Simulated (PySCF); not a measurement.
InClI2, SMILES [I][In]([Cl])[I].

Geometry: B3LYP-D3(BJ)/def2-SVP. The structure was generated by enumeration; whether it is a known compound was not checked. The def2 effective core potentials stand for the cores of I, In; spin–orbit coupling is left out.

Method: PySCF with PBE0/def2-TZVP.

```
Property                                                                                                          Value
---------------------------------------------------------------------------------------------  ------------------------
total energy                                                                                        -1245.81068 hartree
point group                                                                                                         C2v
highest occupied level                                                                                         -8.05 eV
lowest empty level                                                                                             -3.29 eV
orbital gap                                                                                                     4.76 eV
dipole moment                                                                                                    1.21 D
quadrupole, principal values (traceless, Buckingham form, about the centre of nuclear charge)     -7.91, 2.38, 5.53 D·Å
mean static polarisability                                                                       119.8 bohr³ (17.75 Å³)
polarisability, principal values                                                               76.4, 123.1, 159.9 bohr³
```
